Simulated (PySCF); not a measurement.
Si(H)(Cl)2(OMe) (CH4Cl2OSi), SMILES [SiH](Cl)(OC)Cl. Atoms are numbered in the order given.

```xyz
9

Si     0.1418    -0.0705     0.4933
Cl     0.2212     1.8027    -0.3970
Cl     1.6643    -1.2574    -0.2159
O     -1.2703    -0.8259     0.0765
C     -2.5671    -0.2470     0.1036
H      0.3069     0.1100     1.9651
H     -3.2571    -0.9214    -0.4411
H     -2.9414    -0.1314     1.1453
H     -2.5817     0.7494    -0.3897
```

The structure is a stationary point at PBE-D3(BJ)/def2-SVP. One conformer was computed; it need not be the lowest.

These are PBE-D3(BJ)/def2-SVP (PySCF 2.14.0) values and carry that method's errors.

Frequencies are harmonic and unscaled.

Computed vibrational spectrum:
```json
[
 {"mode": "1", "ν (cm⁻¹)": "49", "IR (km/mol)": "2.9", "moving atoms (share of kinetic energy)": "O 35 %, C 24 %, H 23 %, Cl 10 %"},
 {"mode": "2", "ν (cm⁻¹)": "97", "IR (km/mol)": "0.1", "moving atoms (share of kinetic energy)": "H 96 %"},
 {"mode": "3", "ν (cm⁻¹)": "133", "IR (km/mol)": "2.9", "moving atoms (share of kinetic energy)": "C 35 %, Cl 35 %, H 20 %"},
 {"mode": "4", "ν (cm⁻¹)": "165", "IR (km/mol)": "1.8", "moving atoms (share of kinetic energy)": "Cl 73 %, Si 12 %, O 9 %"},
 {"mode": "5", "ν (cm⁻¹)": "268", "IR (km/mol)": "11.2", "moving atoms (share of kinetic energy)": "Cl 34 %, O 24 %, Si 18 %, C 16 %"},
 {"mode": "6", "ν (cm⁻¹)": "302", "IR (km/mol)": "10.0", "moving atoms (share of kinetic energy)": "O 51 %, Si 19 %, Cl 17 %, H 9 %"},
 {"mode": "7", "ν (cm⁻¹)": "503", "IR (km/mol)": "48.5", "moving atoms (share of kinetic energy)": "Cl 48 %, Si 43 %"},
 {"mode": "8", "ν (cm⁻¹)": "592", "IR (km/mol)": "118.7", "moving atoms (share of kinetic energy)": "Si 56 %, Cl 35 %, H 9 %"},
 {"mode": "9", "ν (cm⁻¹)": "744", "IR (km/mol)": "13.9", "moving atoms (share of kinetic energy)": "H 47 %, O 25 %, Si 14 %, C 13 %"},
 {"mode": "10", "ν (cm⁻¹)": "792", "IR (km/mol)": "163.8", "moving atoms (share of kinetic energy)": "H 87 %, Si 11 %"},
 {"mode": "11", "ν (cm⁻¹)": "819", "IR (km/mol)": "191.7", "moving atoms (share of kinetic energy)": "H 52 %, Si 33 %, O 9 %"},
 {"mode": "12", "ν (cm⁻¹)": "1118", "IR (km/mol)": "191.5", "moving atoms (share of kinetic energy)": "O 34 %, H 33 %, C 31 %"},
 {"mode": "13", "ν (cm⁻¹)": "1134", "IR (km/mol)": "1.0", "moving atoms (share of kinetic energy)": "H 77 %, C 19 %"},
 {"mode": "14", "ν (cm⁻¹)": "1169", "IR (km/mol)": "136.1", "moving atoms (share of kinetic energy)": "H 45 %, O 29 %, C 24 %"},
 {"mode": "15", "ν (cm⁻¹)": "1419", "IR (km/mol)": "2.7", "moving atoms (share of kinetic energy)": "H 91 %"},
 {"mode": "16", "ν (cm⁻¹)": "1423", "IR (km/mol)": "9.5", "moving atoms (share of kinetic energy)": "H 96 %"},
 {"mode": "17", "ν (cm⁻¹)": "1426", "IR (km/mol)": "3.1", "moving atoms (share of kinetic energy)": "H 94 %"},
 {"mode": "18", "ν (cm⁻¹)": "2218", "IR (km/mol)": "92.6", "moving atoms (share of kinetic energy)": "H 97 %"},
 {"mode": "19", "ν (cm⁻¹)": "2938", "IR (km/mol)": "63.3", "moving atoms (share of kinetic energy)": "H 97 %"},
 {"mode": "20", "ν (cm⁻¹)": "3018", "IR (km/mol)": "24.8", "moving atoms (share of kinetic energy)": "H 90 %, C 10 %"},
 {"mode": "21", "ν (cm⁻¹)": "3061", "IR (km/mol)": "17.1", "moving atoms (share of kinetic energy)": "H 90 %, C 10 %"}
]
```
